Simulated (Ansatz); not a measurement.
Two isomers of CH5FN2OSi: A = `C=N[Si](N)(O)F`, B = `N[Si@@H]1N[C@@]1(O)F`.

Gas-phase electronic energies from Ansatz, PBE0-D4/def2-TZVP geometries. CCSD(T)/CBS adds triple-zeta CCSD(T) − MP2 to the extrapolated MP2 energy (def2 sets, frozen cores). DFT in def2-TZVPP. One conformer a species, not always the lowest.

Q: Which is lower in electronic energy at CCSD(T)/CBS, and by how much? (Best estimate.)

A: Ansatz gave: A, by 430.4 kJ/mol.

Q: Give E(B) − E(A) in kJ/mol with CCSD(T)/def2-TZVPP, r2SCAN-D4, ωB97M-V, MP2/def2-TZVPP, HF/def2-TZVPP, PBE-D4, PBE0-D4. (Estimate.)

A: The calculation gave: CCSD(T)/def2-TZVPP 429.3, r2SCAN-D4 405.5, ωB97M-V 410.9, MP2/def2-TZVPP 433.1, HF/def2-TZVPP 466.5, PBE-D4 375.2, PBE0-D4 388.3. None reverses the order clearly.

Largest T1 diagnostic: 0.012.

In def2-TZVPP, CCSD(T) changes the Hartree–Fock value by −37.1 kJ/mol (the triples alone add −5.3 kJ/mol) and MP2 by −33.3 kJ/mol. From PBE to PBE0 (25 % exact exchange), in def2-TZVPP and without D4, E(B) − E(A) moves by +13.3 kJ/mol.
